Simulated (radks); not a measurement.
Task: These are the eigenvalues of the occupied orbitals of an atom or ion with whole-number occupations (eV). All-electron calculation, scalar-relativistic Kohn-Sham, SCAN, spin-unpolarised, spherical densities, finite nucleus; meta-GGA in the generalised Kohn-Sham scheme; Fermi nuclear charge, rms radius of each element as measured or else 0.836 A^(1/3) + 0.57 fm. Program: a radial shooting solver on a logarithmic mesh with Libxc functionals.

| orbital | eigenvalue |
|---|---|
| 1s | -80881.73 |
| 2s | -14333.72 |
| 2p | -12395.58 |
| 3s | -3427.411 |
| 3p | -2861.978 |
| 3d | -2256.273 |
| 4s | -782.4506 |
| 4p | -596.1923 |
| 4d | -371.6017 |
| 5s | -150.8216 |
| 4f | -123.2633 |
| 5p | -100.9516 |
| 5d | -43.8657 |
| 6s | -34.9717 |

Which element is it, and in what charge state? The configuration may be excited.

Result: Z = 79, gold, charge +3: Au3+ in [Xe] 4f14 5d7 6s1. The list shows which subshells hold electrons but not how many an open one holds; the 1s level, -2972.3 hartree, gives Z - s = 77.1 by -(Z - s)^2/2, which with screening and relativity narrows Z to a few neighbours, and the depths of the outer levels then fix element, charge and occupations together.
